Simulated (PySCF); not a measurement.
B(Me)(Et)(NH2) (C₃H₁₀BN), SMILES C(B(N)C)C.

The structure is a stationary point at r2SCAN-D4/def2-SVP. One conformer was computed; it need not be the lowest.

Method: r2SCAN/def2-TZVP (PySCF).

Symmetry labels are those of the subgroup Cs that the program uses (full group Cs).

Computed valence orbital energies around the gap with their symmetry:
```
orbital  symmetry  energy (eV)
-------  --------  -----------
HOMO−7         A'       -10.14
HOMO−6         A'        -9.89
HOMO−5         A"        -9.61
HOMO−4         A'        -9.00
HOMO−3         A"        -8.25
HOMO−2         A'        -8.06
HOMO−1         A'        -7.00
HOMO           A"        -6.95
LUMO           A"         0.58
LUMO+1         A'         0.78
LUMO+2         A'         1.75
LUMO+3         A'         2.02
```
